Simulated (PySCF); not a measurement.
# Where the electron goes

Species: C7H6Cl2.
Structure used (GFN2-xTB), in Å, numbered top down from 1:
```xyz
15
C7H6Cl2 angstrom
C     -2.1602   -1.5081   -0.0591
C     -0.9858   -0.9031   -0.0627
C      0.4023   -1.2694   -0.3900
C      0.8669   -0.0311   -0.0926
C      2.1746    0.6416   -0.1221
Cl     2.2314    1.7632   -1.5339
Cl     3.5089   -0.5239   -0.2492
C     -0.4829    0.4688    0.2584
C     -1.0019    1.6136    0.6598
H     -2.2626   -2.5399   -0.3494
H     -3.0570   -0.9888    0.2310
H      0.8610   -2.1783   -0.7277
H      2.3504    1.2594    0.7620
H     -2.0570    1.7149    0.8461
H     -0.3925    2.4889    0.8076
```

Computed with TDDFT PBE0/def2-SVPD, vertical, gas phase, core orbitals frozen in the response in PySCF.

Kohn–Sham orbitals with the atoms that hold most of them (Löwdin shares over 4%, at most four atoms; ? is withheld):

```
orbital  ε (eV)                            atoms
 HOMO-3   -8.93  Cl6 43%, Cl7 31%, C5 11%, C4 5%
 HOMO-2   -8.86                 Cl6 48%, Cl7 45%
 HOMO-1   -7.57                                ?
   HOMO   -7.11   C4 21%, C3 18%, C1 16%, C2 14%
   LUMO       ?                                ?
 LUMO+1   -0.74   C9 23%, C8 19%, C2 11%, C3 10%
 LUMO+2   -0.21         Cl7 44%, C5 23%, Cl6 14%
```

(1) Which atoms hold the LUMO, and with what shares?

(2) Which atoms hold the HOMO-1, and with what shares?

(3) What is the LUMO energy, and the HOMO–LUMO gap?

Answers

(1) C3 (bonded to 2 C and H) 22%; C4 (bonded to 3 C) 22%; Cl6 (bonded to C) 15%; C1 (bonded to C and 2 H) 11%. By element: carbon 55% or more, chlorine 15% or more.

(2) C9 (bonded to C and 2 H) 26%; C8 (bonded to 3 C) 23%; C1 (bonded to C and 2 H) 17%; C2 (bonded to 3 C) 17%.

(3) ε(LUMO) = -1.71 eV; the gap is 5.40 eV (0.1984 hartree).

Problem. The HOMO–LUMO gap is 5.40 eV. Where does the response calculation put the lowest singlet, and from which orbitals?

Solution. S1 is at 4.65 eV (f = 0.102), 0.75 eV below the gap, made of HOMO→LUMO (71%), HOMO-1→LUMO (22%). Without the coupling terms of the response equations the lowest excitation would equal the gap.

Problem. One configuration dominates each of S1 and S8. Which, and how do the shares of the two leading atoms of either orbital change from the occupied to the empty one?

Solution. 
- S1 (4.65 eV, f 0.102), HOMO→LUMO (71%): C4 21% → 22%, C3 18% → 22%
- S8 (6.35 eV, f 0.347), HOMO-1→LUMO+1 (72%): C9 26% → 23%, C8 23% → 19%

Hardware: Arm Neoverse N1, one thread, on a shared host. Cost: 84 s of wall time.

One conformer stands for the species.
